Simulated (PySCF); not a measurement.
PW91 on Nb³⁺ (niobium, charge +3)

Configuration: [Kr] 4d2, high-spin 3F determinant. Calculation: PySCF 2.14, in x2c-TZVPPall with one added diffuse shell each of s, p, d, f type (9s7p7d3f1g, 95 functions); the spin-free X2C one-electron Hamiltonian (Gaussian nucleus).

```
Total energy                        : -3817.89 hartree
One-electron energy                 : -5224.34 hartree
Hartree (Coulomb) energy            : 1525.70 hartree
Exchange-correlation energy         : -119.25 hartree
⟨S²⟩                                : 2.0007
⟨L²⟩                                : 12.007
Sum of ⟨r⟩                          : 22.45 bohr
Sum of ⟨r²⟩                         : 25.22 bohr²
Langevin diamagnetic susceptibility : -20.0 ×10⁻⁶ cm³/mol
```

```
shell  electrons  mean orbital energy (eV)  spread (eV)  rms radius, mean of both spins (bohr)
 1s β          1                  -18817.3            0                                 0.0415
 1s α          1                  -18817.3            0                                 0.0415
 2s α          1                   -2660.6            0                                  0.171
 2s β          1                   -2660.4            0                                  0.171
 2p α          3                   -2380.3            0                                  0.152
 2p β          3                   -2380.1            0                                  0.152
 3s α          1                   -469.96            0                                  0.474
 3s β          1                   -469.83            0                                  0.474
 3p α          3                   -378.25            0                                  0.481
 3p β          3                   -378.10            0                                  0.481
 3d α          5                   -227.96        0.034                                  0.475
 3d β          5                   -227.74        0.239                                  0.475
 4s α          1                   -89.474            0                                   1.22
 4s β          1                   -88.194            0                                   1.22
 4p α          3                   -65.271            0                                   1.36
 4p β          3                   -63.845            0                                   1.36
 4d α          2                   -31.793            0                                   1.85
```

Densities and radii are taken from the X2C orbitals without a picture-change correction, which distorts them close to the nucleus.
